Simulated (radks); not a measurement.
Results of a calculation; reference values are marked as such.
Polarisability of the rubidium ion Rb2+, [Ar] 3d10 4s2 4p5, at imaginary frequency. Code: a radial shooting solver on a logarithmic mesh with Libxc functionals. Model: scalar-relativistic Kohn-Sham, exchange-only LDA, spin-unpolarised, spherical densities, finite nucleus; Fermi nuclear charge, rms radius 4.2036 fm. Response by self-consistent Sternheimer equations with the Hartree and adiabatic exchange-only LDA kernel, the relativistic mass of each level held fixed and spin-orbit coupling left out.

w (hartree),alpha1(iw) (bohr^3)
0.00266,6.807
0.0143,6.805
0.0360,6.796
0.0697,6.768
0.118,6.698
0.186,6.544
0.280,6.241
0.413,5.695
0.605,4.825
0.892,3.650
1.35,2.375
2.12,1.302
3.59,0.6028
6.94,0.2328
17.5,0.05894

Static values: alpha1 = 6.807 bohr^3 (1.009 angstrom^3; uncoupled 10.80). C6 = 34.21, triple-dipole C9 = 169.8 atomic units. One-pole (London) frequency 4 C6 / (3 alpha1^2) = 0.984 hartree, against 1.190 for minus the highest occupied eigenvalue.
